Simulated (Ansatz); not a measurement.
F₄SW, SMILES `[F][W]([F])([F])([F])=[S]` at its PBE0-D4/def2-TZVP geometry, where that method's forces vanish. The species carries charge 0 and has multiplicity 1. W takes the def2 core potential.

```xyz
6

F    -0.1683   -0.9159   -1.6015
W     0.0015    0.0132   -0.0139
F     1.8019    0.1087   -0.4161
F    -1.7232    0.5973   -0.3251
F     0.2470    1.6220    0.8602
S    -0.1589   -1.4254    1.4964
```

What forces (eV/Å) does ωB97M-V/def2-TZVPP give on these atoms in the Gaussian-basis code of Ansatz? (An estimate is asked.)

Computed: 
```
F1   0.003  0.034 -0.047
W2  -0.040 -0.360  0.378
F3   0.013  0.039 -0.042
F4  -0.004  0.041 -0.042
F5   0.005  0.046 -0.036
S6   0.022  0.201 -0.211
```
